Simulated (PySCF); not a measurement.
Species: Si(NH2)Cl3.
Bonds: Si1–N2, Si1–Cl5, Si1–Cl6, Si1–Cl7. Hydrogens: H3, H4 on N2.

Method: PBE0-D3(BJ)/def2-SVP geometry optimisation, gas phase (PySCF); density fitting, grid level 1; the optimiser is geomeTRIC in internal coordinates, started from a GFN2-xTB structure with every atom displaced at random (about 0.03 Å).

The end geometry, which sets the zero of energy:
```
atom  x, y, z in Å
Si1     0.0149   -0.0067   -0.5750
N2      0.0635    0.0877    1.1143
H3      0.7399   -0.4475    1.6458
H4     -0.7512    0.3537    1.6544
Cl5     1.9390   -0.0388   -1.2665
Cl6    -0.9943    1.6193   -1.2982
Cl7    -0.9199   -1.6698   -1.3434
```

**Question.** These geometries come from the run, each turned onto the end geometry. Order them by energy, lowest first.
A.
```
atom  x, y, z in Å
Si1     0.0233   -0.0174   -0.5784
N2      0.0607    0.0867    1.1106
H3      0.7397   -0.4474    1.6454
H4     -0.7537    0.3600    1.6549
Cl5     1.9337   -0.0356   -1.2668
Cl6    -0.9930    1.6187   -1.2918
Cl7    -0.9188   -1.6670   -1.3424
```
B.
```
atom  x, y, z in Å
Si1     0.0367   -0.0367   -0.5899
N2      0.0608    0.0798    1.1018
H3      0.7284   -0.4360    1.6701
H4     -0.7457    0.3574    1.6478
Cl5     1.9247   -0.0331   -1.2738
Cl6    -0.9961    1.6309   -1.2841
Cl7    -0.9169   -1.6643   -1.3404
```
C.
```
atom  x, y, z in Å
Si1     0.0662   -0.0685   -0.5915
N2      0.0344    0.1016    1.0980
H3      0.6561   -0.4219    1.6150
H4     -0.6742    0.3291    1.6313
Cl5     1.9096   -0.0289   -1.2543
Cl6    -1.0001    1.6437   -1.2642
Cl7    -0.9001   -1.6571   -1.3029
```

**Answer.** A (0.005 eV), B (0.038 eV), C (0.573 eV).

In the order of the answer:

| step | E above end (eV) | largest force (eV/Å) | rms force component (eV/Å) | rms distance from end (Å) | rms bond change (Å) | bond most changed (Å) |
| --- | --- | --- | --- | --- | --- | --- |
| 2 | 0.005 | 0.47 | 0.142 | 0.007 | 0.008 | Si1–Cl5 -0.014 |
| 1 | 0.038 | 1.38 | 0.389 | 0.022 | 0.023 | Si1–Cl5 -0.037 |
| 0 | 0.573 | 6.28 | 2.185 | 0.064 | 0.071 | N2–H4 -0.097 |

What follows is the cost of the whole optimisation. On an AMD EPYC with one thread, on a shared host, this took 45 s of wall time and 0.39 GiB of memory at its peak.
